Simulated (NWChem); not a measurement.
Species: LiCl; SMILES [Li][Cl]

```xyz
2

Li     0.0000     0.0000    -1.7123
Cl     0.0000     0.0000     0.3427
```
Atoms are numbered in this order, from 1.

The geometry was optimised at B3LYP/6-31G* (spherical d).

### Question
List the 6 lowest vertical singlet excitations from BHandHLYP/def2-SVPD, TDA (NWChem).

### Answer
```
state  energy (eV)  oscillator strength  leading excitation (squared amplitude)
-----  -----------  -------------------  --------------------------------------
S1            5.02                0.028                      HOMO → LUMO (0.97)
S2            5.02                0.028                    HOMO−1 → LUMO (0.97)
S3            5.73                0.021                    HOMO−2 → LUMO (0.96)
S4            6.56                0.000                  HOMO−1 → LUMO+2 (0.47)
S5            6.57                0.000                  HOMO−1 → LUMO+1 (0.47)
S6            6.59                0.000                  HOMO−1 → LUMO+2 (0.47)
```
